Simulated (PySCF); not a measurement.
Si(H)(Cl) cation (ClHSi), SMILES [SiH]Cl (connectivity only; charge and spin as stated), charge +1, multiplicity 2. Atoms are numbered in the order given.

```xyz
3

Si    -0.1174     1.0176     0.0000
H      1.1883     1.7691     0.0000
Cl     0.0268    -0.9421     0.0000
```
Charge +1, spin multiplicity 2.

Geometry: B3LYP-D3(BJ)/def2-TZVP. The spin state was assumed, not searched. The isomer is the one that the SMILES or the coordinates give; other isomers of the formula were not compared.

Method: TDA-CAM-B3LYP/def2-TZVPD run with PySCF.

Vertical excitations. 

```tsv
state	energy (eV)	λ (nm)	f	main pairs
root 1	2.75	451	0.009	α HOMO→LUMO 97 %
root 2	4.20	295	0.013	β HOMO→LUMO 93 %
root 3	4.35	285	0.002	β HOMO−1→LUMO 97 %
root 4	5.17	240	0.003	α HOMO−1→LUMO 50 %, β HOMO−2→LUMO 29 %, β HOMO−1→LUMO+1 17 %
root 5	5.35	232	0.000	α HOMO−2→LUMO 56 %, β HOMO→LUMO+1 40 %
root 6	5.37	231	0.012	α HOMO−1→LUMO 9 %, β HOMO−2→LUMO 60 %, β HOMO−1→LUMO+1 26 %
root 7	5.72	217	0.006	α HOMO−2→LUMO 40 %, β HOMO→LUMO+1 58 %
root 8	6.33	196	0.005	α HOMO→LUMO+1 88 %, β HOMO−1→LUMO+1 6 %
root 9	6.44	192	0.001	α HOMO−3→LUMO 31 %, β HOMO−2→LUMO+1 65 %
root 10	6.79	183	0.078	α HOMO−1→LUMO 26 %, α HOMO→LUMO+2 8 %, α HOMO→LUMO+1 8 %, β HOMO−1→LUMO+1 41 %
```
Unrestricted roots are not spin-pure.
